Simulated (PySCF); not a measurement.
# Worked example: entropy of an ideal gas

AlH2Cl, SMILES [AlH2][Cl].

Coordinates come from a B3LYP-D3(BJ)/def2-TZVP optimisation.

PySCF with B3LYP-D3(BJ)/def2-TZVP gives the harmonic wavenumbers 514, 516, 604, 789, 1968, 1984 cm⁻¹ and the rotational temperatures 6.2146, 0.3227, 0.3068 K. The molar mass is 64.45 g/mol, the symmetry number 2, the spin multiplicity 1.

### Question
Work out the entropy at 298.15 K and 1 atm in the rigid-rotor, harmonic-oscillator model.

### Answer

Translation (Sackur–Tetrode at 1 atm): S = R[1.5 ln M + 2.5 ln T − 1.16487] = 160.7 J/(mol K).
Rotation: q = (√π/σ) T^1.5/√(θA θB θC) = 5820, S = R[ln q + 3/2] = 84.5 J/(mol K).
Vibration: with u = 1.4388 ν/T, each mode gives R[u/(e^u − 1) − ln(1 − e^−u)]:
```
ν (cm⁻¹)  modes     u  S (J/(mol K))
--------  -----  ----  -------------
514           1  2.48           2.61
516           1  2.49           2.59
604           1  2.91           1.85
789           1  3.81           0.91
1968          1  9.50           0.01
1984          1  9.57           0.01
```
These are all the modes. Sum 8.0 J/(mol K).
Spin: R ln 1 = 0.0 J/(mol K).
Total 253.2 J/(mol K); the program's own thermochemistry gives 253.2. Translation makes up 63 % and vibration 3 %. Anharmonicity, hindered rotation and orbital degeneracy are left out.
